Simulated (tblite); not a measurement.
C7H7F.
Atom-mapped SMILES: `[CH:1]#[C:2][C:3]#[C:4][C@H:5]([F:6])[CH2:7][CH3:8]` (hydrogens: H9 on C1; H10 on C5; H11, H12 on C7; H13, H14, H15 on C8)

Computed with GFN2-xTB (tblite), gas phase: nudged elastic band of 9 images (0 to 8), spring 0.2 eV/Å², climbing image at the end, force threshold 0.05 eV/Å. No saddle search or frequency run followed, so the top image need not be a first-order saddle, and its height can exceed the method's true barrier by a kcal/mol or more.

Path: rotation about C5–C7 (sp3 C–F carbon, chain CH2 carbon), followed by the dihedral F6–C5–C7–C8, from 63° to 173°. Start geometry (image 0):
```
atom  x, y, z in Å
C1      4.664   -0.542    0.121
C2      3.501   -0.236    0.052
C3      2.188    0.105   -0.017
C4      1.019    0.389   -0.108
C5     -0.386    0.739   -0.157
F6     -0.621    1.847    0.648
C7     -1.264   -0.424    0.318
C8     -2.746   -0.105    0.165
H9      5.676   -0.806    0.178
H10    -0.663    1.049   -1.176
H11    -1.031   -0.621    1.367
H12    -1.000   -1.308   -0.265
H13    -2.995    0.797    0.720
H14    -3.000    0.051   -0.881
H15    -3.347   -0.926    0.549
```

The first guess turns that dihedral rigidly in even steps and adds one set of random displacements (0.04 Å standard deviation a coordinate) to every inner image. Energies of the images above image 0 (eV) in the early part of the optimisation:

| iteration | 1 | 2 | 3 | 4 | 5 | 6 | 7 | 8 |
| --- | --- | --- | --- | --- | --- | --- | --- | --- |
| 0 | 1.783 | 1.841 | 1.900 | 1.940 | 1.949 | 1.931 | 1.899 | -0.012 |
| 10 | 0.052 | 0.083 | 0.112 | 0.123 | 0.109 | 0.077 | 0.045 | -0.012 |
| 20 | 0.026 | 0.056 | 0.084 | 0.093 | 0.079 | 0.048 | 0.017 | -0.012 |

**Question.** Where does the band end, and how far was the first guess from it?

**Answer.** Final energies, images 1 to 8: 0.012, 0.040, 0.067, 0.076, 0.062, 0.032, 0.002, -0.012 eV. The highest point drops from 1.95 eV (image 5) to 0.076 eV (image 4), by 1.87 eV. Image 4 moved by 0.06 Å rms, its dihedral from 118° to 118°. The end images are fixed. The true force on the top image ends at 0.045 eV/Å, and the largest on any image at 0.05 eV/Å; away from the top, the method drives only the force across the path to zero. The last saved iteration is 40.

The cost below is that of the whole band run. On one thread, Intel Xeon Platinum 8488C (x86_64), no GPU (shared host), this took 2.2 s of wall time and 0.18 GiB of memory at its peak.
